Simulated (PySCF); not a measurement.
Structure with atom numbers: `[O:1]=[CH:2][CH2:3]/[CH:4]=[CH:5]\[SiH2:6][SiH3:7]`. Hydrogens are named by the atom that carries them.

One averaged value for each set of equivalent atoms, non-relativistic Hamiltonian, no solvent model, single conformer. PBE0/pcSseg-1 with gauge-including orbitals; coordinates at the GFN2-xTB level; PySCF 2.14.0 with density-fitted response routines.

**Question.** List the cross peaks expected in HSQC, COSY and HMBC spectra.

**Answer.** 

HSQC (one-bond C–H):
```tsv
δH	δC
9.59 (H(C2))	199.7 (C2)
6.59 (H(C4))	148.7 (C4)
6.34 (H(C5))	133.4 (C5)
3.21 (H(C3))	53.6 (C3)
```

COSY cross peaks (H two or three bonds apart, from the bond graph; peaks can be absent where the dihedral angle is near 90°):
```tsv
δH	δH
9.59 (H(C2))	3.21 (H(C3))
6.59 (H(C4))	6.34 (H(C5))
6.59 (H(C4))	3.21 (H(C3))
6.34 (H(C5))	4.43 (H(Si6))
4.43 (H(Si6))	3.48 (H(Si7))
```

HMBC (two and three bonds, from the bond graph):
```tsv
δH	δC
9.59 (H(C2))	148.7 (C4), 53.6 (C3)
6.59 (H(C4))	199.7 (C2), 133.4 (C5), 53.6 (C3)
6.34 (H(C5))	148.7 (C4), 53.6 (C3)
4.43 (H(Si6))	148.7 (C4), 133.4 (C5)
3.48 (H(Si7))	133.4 (C5)
3.21 (H(C3))	199.7 (C2), 148.7 (C4), 133.4 (C5)
```

References, each an isolated molecule treated in the same way: ¹H, ¹³C against TMS.

Short H···H contacts in this conformer between protons four or more bonds apart (candidates for NOE cross peaks, intensity ∝ r⁻⁶): H(C3)···H(Si6) 2.60 Å, H(C2)···H(Si6) 2.66 Å.

Shifts are as computed. Against solution values, carbons near 30 ppm lie about +3 ppm off and those near 130 ppm about +5 ppm. Of 1211 compounds with measured shifts, 218 miss one by over three times the rms of a fit or turn the order of signals round; such compounds aren't used in these exercises.
